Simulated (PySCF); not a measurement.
Compound: C₅H₉NOSi.
SMILES: `N#C[C@@H]1C[SiH2]CCO1`

The closed-shell SCF was solved with PySCF and density fitting under several settings on one GFN2-xTB geometry (grid level 2 and gas phase unless stated).

| settings | basis functions | SCF cycles | E (Eh) | HOMO (eV) | LUMO (eV) | dipole (D) |
| --- | --- | --- | --- | --- | --- | --- |
| PBE0/pcSseg-1 | 188 | 14 | -614.8401 | -8.08 | 0.31 | 4.89 |
| LC-wPBE/def2-SVP, start guess huckel | 161 | 14 | -614.7575 | -10.68 | 2.88 | 4.71 |
| revPBE/pcSseg-1, grid level 4 | 188 | 16 | -615.1857 | -6.45 | -0.65 | 4.63 |
| KT2/3-21G, damping 0.3 at the start, DIIS from the seventh cycle | 94 | 21 | -619.9718 | -6.09 | -0.30 | 4.27 |

Question: Estimate the row for these settings: B97-D/cc-pVDZ, IEF-PCM tetrahydrofuran.

Answer: 
```
                              settings  basis functions  SCF cycles     E (Eh)  HOMO (eV)  LUMO (eV)  dipole (D)
B97-D/cc-pVDZ, IEF-PCM tetrahydrofuran              161          15  -615.1510      -6.10      -0.49        5.27
```

Question: Over all rows, what range does the HOMO–LUMO gap span?

Answer: From 5.61 eV (B97-D/cc-pVDZ, IEF-PCM tetrahydrofuran) to 13.56 eV (LC-wPBE/def2-SVP, start guess huckel). The functional of the narrowest has no exact exchange, that of the widest range-separated exact exchange.

Question: And the dipole moment?

Answer: From 4.27 D (KT2/3-21G, damping 0.3 at the start, DIIS from the seventh cycle) to 5.27 D (B97-D/cc-pVDZ, IEF-PCM tetrahydrofuran); the largest is 1.23 times the smallest, and the median is 4.71 D.

B97-D ran without the empirical dispersion term, which would shift the total energy alone. Cycle counts include a coarse-grid stage where the run had one. KT2 was designed for NMR shieldings or shifts; total energies of different functionals aren't comparable. One conformer (not necessarily the lowest) at the GFN2-xTB geometry, without vibrations or thermal averaging.
